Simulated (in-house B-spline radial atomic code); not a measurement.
## Ionising Te6+ with different functionals

Computed with an all-electron radial atomic-structure program (B-spline basis): scalar-relativistic (spin-free X2C) Hamiltonian, Fermi nucleus of rms radius 4.7423 fm, spin-polarised at highest spin, spherical fractional occupations for the functionals, the average over the highest-spin determinants for Hartree-Fock. The ionisation energy is the difference of two self-consistent energies, [Kr] 4d10 → [Kr] 4d9, without Breit or QED terms; ε is the level of the shell that loses the electron (its least bound occupied spin orbital). There is no spin-orbit coupling in this Hamiltonian.

Hybrids are left out here: with spherical fractional occupations of an open shell their exact exchange keeps a self-interaction that integer-occupation calculations don't have.

| method | rung | ΔSCF (eV) | -ε(4d) (eV) |
| --- | --- | --- | --- |
| Hartree-Fock | Hartree-Fock | 123.34 | 125.07 |
| LDA VWN5 | LDA | 124.53 | 113.88 |
| LDA PW92 | LDA | 124.52 | 113.87 |
| LDA exchange-only | LDA | ? | ? |
| PBE | GGA | 124.34 | 113.69 |
| PBEsol | GGA | 124.29 | 113.64 |
| BLYP | GGA | 124.12 | 113.48 |
| RPBE | GGA | 124.29 | 113.64 |
| PW91 | GGA | ? | ? |
| BP86 | GGA | 124.40 | 113.75 |
| AM05 | GGA | 124.31 | 113.65 |
| OLYP | GGA | 124.84 | 114.18 |
| TPSS | meta-GGA | 124.34 | 113.72 |
| SCAN | meta-GGA | 124.94 | 114.40 |
| r2SCAN | meta-GGA | 125.01 | 114.47 |
| revTPSS | meta-GGA | 124.27 | 113.64 |

What does PW91 give?

ΔSCF 124.44 eV, and -ε(4d) = 113.79 eV.

What does LDA exchange-only give?

ΔSCF 122.49 eV, and -ε(4d) = 111.89 eV.

How do they compare with the NIST value?

NIST lists 124.20 eV ± 0.06 (measured, ground level to ground level). Errors run from -1.71 to +0.81 eV; revTPSS is closest (+0.07 eV), though others lie within the uncertainty of it, and part of that can be cancellation, since the calculations leave out spin-orbit coupling, Breit-QED terms, multiplet and fine-structure energies. Hartree-Fock also lacks correlation.
